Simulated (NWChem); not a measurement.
## Total energies of H2Cl2Si

```
Si
H 1 1.4834
H 1 1.4834 2 112.45
Cl 1 2.0558 2 108.60 3 -120.20
Cl 1 2.0558 2 108.60 3 120.20
```
Charge 0, spin multiplicity 1.

The numbers come from NWChem runs, not from measurements. All single points use one geometry, from PBE0/def2-SVP, a minimum by its harmonic frequencies.

Basis set: STO-3G (29 functions).

```csv
method,total energy (Ha)
RHF,-1196.02839
MP2,-1196.07453
B2PLYP,-1197.32973
PBE,-1197.22746
B3LYP,-1197.79520
BP86,-1197.85166
CCSD(T),-1196.09338
```

Total energies of different functionals aren't comparable as a measure of quality: only differences taken within one method are. 

The correlated methods keep 15 core orbitals frozen. B3LYP has NWChem's definition, with VWN1-RPA local correlation. The structure started from a generated list of species. Coupled-cluster values serve here as a point of comparison, not as the truth.
